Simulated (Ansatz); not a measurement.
## Molecular dynamics of H2CSO

Input:

```yaml
accuracy: low
crystal:
  lattice:
    - [7.981729, 0.0, 0.0]
    - [0.0, 7.981729, 0.0]
    - [0.0, 0.0, 7.981729]
  atoms:
    - { symbol: O, position: [0.86588194, 0.21924406, 0.11079127] }
    - { symbol: C, position: [0.89487288, 0.35396171, 0.15921869] }
    - { symbol: S, position: [0.93347252, 0.53487732, 0.22377214] }
    - { symbol: O, position: [0.60544827, 0.01808842, 0.61153312] }
    - { symbol: C, position: [0.58519362, 0.16137486, 0.58953969] }
    - { symbol: S, position: [0.55632419, 0.35297868, 0.5595395] }
    - { symbol: O, position: [0.34074994, 0.70635021, 0.40404862] }
    - { symbol: C, position: [0.40115269, 0.77797402, 0.29207875] }
    - { symbol: S, position: [0.48111705, 0.87421208, 0.14138621] }
    - { symbol: O, position: [-0.0235251, 0.25556667, 0.60290885] }
    - { symbol: C, position: [0.05329389, 0.34699228, 0.6875446] }
    - { symbol: S, position: [0.15401078, 0.46926222, 0.80204094] }
    - { symbol: O, position: [0.25381203, 1.0677751, 0.80428748] }
    - { symbol: C, position: [0.13854022, 0.97754862, 0.80292504] }
    - { symbol: S, position: [-0.01525972, 0.85658474, 0.80079489] }
    - { symbol: H, position: [-0.01268734, 0.89323254, 0.38285201] }
    - { symbol: H, position: [-0.01238263, 0.91824458, 0.29058377] }
    - { symbol: H, position: [0.25546879, 0.1929875, 0.26922456] }
    - { symbol: H, position: [0.1809842, 0.17920634, 0.32701548] }
    - { symbol: H, position: [0.41111928, 0.42278936, 0.15903231] }
    - { symbol: H, position: [0.48853125, 0.4486493, 0.10902058] }
    - { symbol: H, position: [0.69114236, 0.72484252, 0.55690871] }
    - { symbol: H, position: [0.72727468, 0.68352285, 0.47788995] }
    - { symbol: H, position: [0.6607402, 0.6351957, 0.90591804] }
    - { symbol: H, position: [0.66937109, 0.57708378, 0.8304987] }
basis:
  ecutwfc: 420.0
kpoints:
  mp_grid: { grid: [1, 1, 1] }
hamiltonian:
  xc: pbesol
scf:
  occupations: { method: fermi_dirac, width: 0.02 }
  lower_state_search: "off"
md:
  timestep: 0.5
  n_steps: 300
  ensemble: nvt_langevin
  temperature: 400.0
  initial_velocities: maxwell_boltzmann
  seed: 661612
  friction: 0.02
```

Launched with:

```bash
$ ansatz run input.yaml --threads 1 --pin off --max-ram 3072MiB --backend cpu --events-out ev --progress --plain --runs-dir out
```

It starts from a partly relaxed structure (largest force component 0.21 eV/Å).

Output, in part (step lines):

```
md step     0: t =     0.00 fs  T =   384.0 K  F+E_penalty+E_count = -8612.49159568 eV  E_kin = 1.240896 eV  (11 SCF iters)
md step     1: t =     0.50 fs  T =   383.9 K  F+E_penalty+E_count = -8612.47492409 eV  E_kin = 1.240632 eV  (9 SCF iters)
md step     2: t =     1.00 fs  T =   380.1 K  F+E_penalty+E_count = -8612.42381378 eV  E_kin = 1.228193 eV  (9 SCF iters)
md step     3: t =     1.50 fs  T =   371.8 K  F+E_penalty+E_count = -8612.36142752 eV  E_kin = 1.201467 eV  (9 SCF iters)
md step     4: t =     2.00 fs  T =   358.7 K  F+E_penalty+E_count = -8612.31796359 eV  E_kin = 1.159015 eV  (9 SCF iters)
md step     5: t =     2.50 fs  T =   355.0 K  F+E_penalty+E_count = -8612.30901488 eV  E_kin = 1.147041 eV  (6 SCF iters)
md step     6: t =     3.00 fs  T =   356.3 K  F+E_penalty+E_count = -8612.32263735 eV  E_kin = 1.151500 eV  (6 SCF iters)
md step     7: t =     3.50 fs  T =   355.7 K  F+E_penalty+E_count = -8612.34077772 eV  E_kin = 1.149566 eV  (7 SCF iters)
[... lines left out ...]
md step   300: t =   150.00 fs  T =   366.6 K  F+E_penalty+E_count = -8611.55939262 eV  E_kin = 1.184665 eV  (8 SCF iters)
```

The steps, from the saved trajectory:

```csv
time (fs),T (K),potential energy less start (eV)
0.0,384,0.000
5.0,361,0.229
10.0,292,0.444
15.0,337,0.302
20.0,410,0.319
25.0,294,0.612
30.0,227,0.774
35.0,314,0.533
40.0,356,0.488
45.0,287,0.814
50.0,302,0.806
55.0,413,0.595
60.0,430,0.607
65.0,334,0.856
70.0,411,0.831
75.0,399,0.751
80.0,419,0.771
85.0,342,0.874
90.0,272,1.058
95.0,410,0.802
100.0,439,0.638
105.0,382,0.670
110.0,351,0.823
115.0,311,0.843
120.0,416,0.678
125.0,357,0.865
130.0,314,0.944
135.0,326,0.847
140.0,405,0.707
145.0,338,0.722
150.0,367,0.932
```

The run went to its last step. A run of 0.15 ps of so small a system gives no equilibrium averages. Limits of this set-up: coarse k mesh, low accuracy level.

Mean squared displacements from the first frame to the last, about the centre of mass: O 0.23 Å², C 0.07 Å², S 0.13 Å², H 1.41 Å².

Last frame:

```xyz
25
Lattice="7.9817 0.0000 0.0000 0.0000 7.9817 0.0000 0.0000 0.0000 7.9817" Properties=species:S:1:pos:R:3
O 6.604 1.896 1.170
C 6.858 2.981 1.552
S 7.175 4.449 2.086
O 4.146 0.171 5.169
C 4.384 1.228 4.857
S 4.705 2.640 4.388
O 2.727 5.541 3.232
C 3.151 6.121 2.324
S 3.676 6.971 1.103
O -0.274 2.064 5.636
C 0.386 2.965 5.893
S 1.309 4.152 6.248
O 2.185 8.311 6.632
C 1.208 7.733 6.402
S -0.112 6.873 6.206
H -0.152 7.392 3.500
H -0.724 7.452 2.928
H 1.351 0.625 1.157
H 0.719 0.597 1.445
H 3.160 3.178 1.116
H 3.098 3.908 1.129
H 6.006 4.943 4.740
H 5.646 5.063 5.336
H 5.601 3.341 7.461
H 5.566 3.812 6.814
```

Time of the run: 13 min on 1 thread of Arm Neoverse V1, on a shared host, peak memory 0.47 GiB.
